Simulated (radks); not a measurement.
All-electron atom: Mn11+ in [Ne] 3s2 3p2. All-electron calculation, scalar-relativistic Kohn-Sham, PBEsol, spin-polarised, spherical densities, finite nucleus; open shells are filled with parallel spins first; Fermi nuclear charge, rms radius 3.7057 fm. Program: a radial shooting solver on a logarithmic mesh with Libxc functionals. Some entries of the table are withheld. Estimate them.

orbital,occ.,eigenvalue (hartree),r(max) (bohr),<1/r> (bohr^-1)
1s up,1,-247.1484,0.03990,24.91
1s down,1,-247.0969,0.03990,24.91
2s up,1,-38.05800,0.2319,5.338
2s down,1,-38.01175,0.2320,5.340
2p up,3,-33.96771,0.1875,5.237
2p down,3,-33.90524,0.1877,5.237
3s up,1,-12.19713,0.6841,1.935
3s down,1,-11.95431,0.6843,1.928
3p up,2,-10.97601,0.6778,1.855
3p down,0,-10.73729,0.6780,1.849
3d up,0,-9.15855,0.5917,1.694
3d down,0,-8.94704,0.5866,1.697
4s up,0,-5.74205,(1),0.9617
4s down,0,-5.65772,(2),0.9542

Answer. 
(1) 4s up r(max) (bohr): 1.465
(2) 4s down r(max) (bohr): 1.475
